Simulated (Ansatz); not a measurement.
`[F][Ti]([F])([F])[SeH]` + HCl → `[F][Ti]([F])([Cl])[SeH]` + H–F  (ligand exchange at a Ti–F bond)

Calculated with Ansatz (gas phase, PBE0-D4/def2-TZVP geometries, no zero-point term in ΔE). CBS: MP2 limit from def2 TZ/QZ plus the TZ coupled-cluster correction, frozen cores. This one scheme is used for every species. DFT in def2-TZVPP. B3LYP here is the variant with VWN-RPA as its local correlation; programs differ in this. For Se, Ti outer-core shells are correlated without core-valence functions, which leaves a few kJ/mol of doubt a bond. Scalar relativity is left out up to krypton. Each species was taken in one conformer, which may not be the lowest.

CCSD(T)/CBS gives +2.0 kcal/mol.

(1) Another level gave +6.0 kcal/mol. Which?
A. PBE-QIDH/def2-TZVPP
B. B3LYP/def2-TZVPP
C. r2SCAN0-D4/def2-TZVPP
D. r2SCAN-D4/def2-TZVPP

Largest T1 diagnostic among the species: 0.024, so the coupled-cluster value is less sure than usual.

Answers

(1) B. B3LYP 6.0, r2SCAN0-D4 4.0, PBE-QIDH 2.6, r2SCAN-D4 5.0 kcal/mol.

From PBE to PBE0 (25 % exact exchange), in def2-TZVPP and without D4, ΔE moves by −1.0 kcal/mol. Leaving LDA and LC-ωPBE aside and taking each functional with its dispersion term where it has one, the values, not all of them listed here, spread over 4.2 kcal/mol, from PBE-QIDH to ωB97X-V. LDA lies −0.8 kcal/mol from PBE without D4.
